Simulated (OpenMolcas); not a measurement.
**Ni3+, Pd3+, Pt3+: d7 down the group**

```json
{
 "Program": "OpenMolcas 26.06",
 "Method": "SS-CASPT2, IPEA 0.25 Eh, imaginary shift 0.1 Eh",
 "Basis": "ANO-R2",
 "Scalar Hamiltonian": "X2C, finite nucleus",
 "Spin-orbit coupling": "state interaction with AMFI integrals over the reference wave functions, term energies averaged over their components"
}
```

Active space for each ion: 7 electrons in 10 orbitals (d d); closed shells correlated by CASPT2: Ni3+ 3s 3p; Pd3+ 4s 4p; Pt3+ 5s 5p.

Computed levels in cm-1 above 4F 9/2:

```tsv
Level	Ni3+	Pd3+	Pt3+
4F 7/2	1133	2740	9580
4F 5/2	1951	4410	10650
4F 3/2	2510	5450	15910
4P 5/2	18010	13230	16900
4P 1/2	18860	14960	20330
2G 9/2	19950	15370	18960
2G 7/2	21030	18040	25780
2P 1/2	24550	21520	33790
2H 11/2	27110	20740	25420
weight of 4F in the lowest level (%)	100	97	84
```

Mixed levels, with the weight of the term that names them: Pt3+ 4F 5/2 (55 %), Pt3+ 4F 3/2 (51 %), Pt3+ 4P 5/2 (74 %), Pt3+ 4P 1/2 (70 %), Pt3+ 2G 9/2 (58 %), Pt3+ 2P 1/2 (70 %).

Measured, with the error of the calculation in %. Measured levels: Ni3+ from Corliss and Sugar, J. Phys. Chem. Ref. Data 10, 197 (1981).

```
  Level          Ni3+
 4F 7/2   1190 (-4.8)
 4F 5/2   2042 (-4.5)
 4F 3/2   2621 (-4.4)
 4P 5/2  18119 (-0.6)
 4P 1/2  18958 (-0.5)
 2G 9/2  19830 (+0.6)
 2G 7/2  20948 (+0.4)
 2P 1/2  24651 (-0.4)
2H 11/2  26649 (+1.7)
```

The fine-structure level 4F 3/2 changes by a factor of 6.34 from Ni3+ to Pt3+.

Without spin-orbit coupling 4P lies 17270, 11480, 9820 cm-1 above 4F in that order; the difference to the level 4P 5/2, of either sign, comes from spin-orbit coupling, which also lowers the zero.

CASPT2 breaks the degeneracy within a term, and the mean is taken; among the terms shown or strongly mixed into the levels shown the widest spread is 460 cm-1 (4d7 4F, Pd3+). Active for correlation alone: 4d; no level in the range computed is led by a configuration that fills it, so any true level of that kind is missing (holds for Ni3+). Active for correlation alone: 5d; no level in the range computed is led by a configuration that fills it, so any true level of that kind is missing (holds for Pd3+). Active for correlation alone: 6d; no level in the range computed is led by a configuration that fills it, so any true level of that kind is missing (holds for Pt3+). Computed and measured levels are paired by configuration, term and J; levels that our copy of the source lacks, or whose pairing is in doubt (as where it misses far off the trend of its configuration), stay unpaired and out of the deviations. Only configurations of the active space appear.
